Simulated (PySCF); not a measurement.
# Polarisability and C₆ of Ne⁺ (neon, charge +1)

[He] 2s2 2p5, 2P determinant. Computed with PySCF 2.14 in aug-cc-pVQZ (6s5p4d3f2g, 80 functions), with the non-relativistic Hamiltonian (point nucleus). Coupled (time-dependent) response in atomic units; α is the mean over directions.

```tsv
method	mean α (bohr³)	α xx, yy, zz	C₆ (like pair)	S(−4)
UHF	1.245	1.313, 1.211, 1.211	2.143	0.4928
PBE	1.404	1.447, 1.382, 1.382	2.480	0.6961
PBE0	1.350	1.402, 1.324, 1.324	2.365	0.6214
B3LYP	1.363	1.414, 1.338, 1.338	2.390	0.6414
M06	1.334	1.417, 1.292, 1.292	2.301	0.6370
```

S(−4) is the Cauchy moment in α(ω) = α(0) + S(−4) ω² + …

α(iu) at PBE:

```json
{"u (hartree)": "0", "α(iu) (bohr³)": "1.404"}
{"u (hartree)": "0.0500", "α(iu) (bohr³)": "1.402"}
{"u (hartree)": "0.100", "α(iu) (bohr³)": "1.397"}
{"u (hartree)": "0.200", "α(iu) (bohr³)": "1.377"}
{"u (hartree)": "0.300", "α(iu) (bohr³)": "1.345"}
{"u (hartree)": "0.500", "α(iu) (bohr³)": "1.256"}
{"u (hartree)": "0.750", "α(iu) (bohr³)": "1.123"}
{"u (hartree)": "1.00", "α(iu) (bohr³)": "0.9882"}
{"u (hartree)": "1.50", "α(iu) (bohr³)": "0.7575"}
{"u (hartree)": "2.00", "α(iu) (bohr³)": "0.5873"}
{"u (hartree)": "3.00", "α(iu) (bohr³)": "0.3748"}
{"u (hartree)": "5.00", "α(iu) (bohr³)": "0.1862"}
```

For an ion, C₆ is the dispersion term alone; charge-induced terms of lower order in 1/R come first.

The components differ because the open shell of this determinant is not spherical; for a pure term their mean is the scalar polarisability.
